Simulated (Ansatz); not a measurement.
Geometry optimisation, UKS PBE/def2-SVP (Ansatz).

Input file:

```yaml
crystal:
  periodic: [false, false, false]
  atoms:
    - { symbol: Hf, position_ang: [-0.5098, 0.8744, -0.1261] }
    - { symbol: O, position_ang: [1.143, -1.1488, -0.1723] }
    - { symbol: F, position_ang: [-1.4231, 0.9192, -1.7435] }
    - { symbol: F, position_ang: [-1.6216, 1.6749, 1.1288] }
    - { symbol: F, position_ang: [0.8165, 2.1735, -0.2683] }
    - { symbol: H, position_ang: [0.238, -1.6077, 0.6106] }
    - { symbol: H, position_ang: [-0.6363, -1.3501, 0.99] }
    - { symbol: H, position_ang: [1.9933, -1.5354, -0.4192] }
magnetization:
  spin_polarized: true
basis:
  gaussian: { orbitals: def2-SVP }
hamiltonian:
  xc: pbe
relax:
  f_tol: 0.15
  max_steps: 25
  restrain:
    - { distance: [0, 6], at: 3.36, k: 30.0 }
    - { distance: [5, 1], at: 2.27, k: 30.0 }
    - { distance: [0, 1], at: 2.41, k: 30.0 }
    - { distance: [5, 6], at: 0.62, k: 30.0 }
output:
  orbitals: {}
```

Launched with:

```bash
$ ansatz run input.yaml --threads 4 --pin off --max-ram 5120MiB --backend cpu --events-out ev --progress --plain --runs-dir out
```

Question: Where does it end, and by what steps?

Answer: It converged. The restraints hold the end off the free minimum. After 17 steps the energy has fallen by 1.496 eV (the restraints' own energy left out); F4 moved furthest, 1.02 Å. Parted: Hf1–H7. Joined: H6–H7.

| step | energy less start (eV) | largest force component (eV/Å) | accepted |
| --- | --- | --- | --- |
| 0 | 0.0000 | 4.220 | yes |
| 1 | 0.3649 | 5.416 | yes |
| 2 | 0.4129 | 5.972 | yes |
| 3 | -0.3343 | 4.587 | yes |
| 4 | -1.1957 | 2.828 | yes |
| 5 | -1.3099 | 3.015 | yes |
| 6 | -1.3808 | 3.131 | yes |
| 7 | -1.4360 | 3.025 | yes |
| 8 | -1.4682 | 2.871 | yes |
| 9 | -1.4814 | 2.908 | yes |
| 10 | -1.5027 | 2.914 | no |
| 11 | -1.4868 | 2.893 | yes |
| 12 | -1.5113 | 2.917 | no |
| 13 | -1.4958 | 2.929 | yes |
| 14 | -1.4949 | 2.934 | yes |
| 15 | -1.4916 | 2.939 | yes |
| 16 | -1.4989 | 2.949 | yes |
| 17 | -1.4958 | 2.962 | yes |

```xyz
8
Properties=species:S:1:pos:R:3
Hf -0.121 0.973 -0.305
O 1.290 -0.826 -0.363
F -1.602 0.678 -1.475
F -0.723 1.341 1.470
F 0.787 2.556 -0.861
H -0.513 -1.898 0.516
H -1.164 -2.037 0.762
H 2.046 -0.789 0.256
```

Whether the end is a true minimum wasn't checked by a vibrational analysis.

Time of the run: 59 s on 4 threads of Arm Neoverse N1 (shared host), peak memory 0.19 GiB.
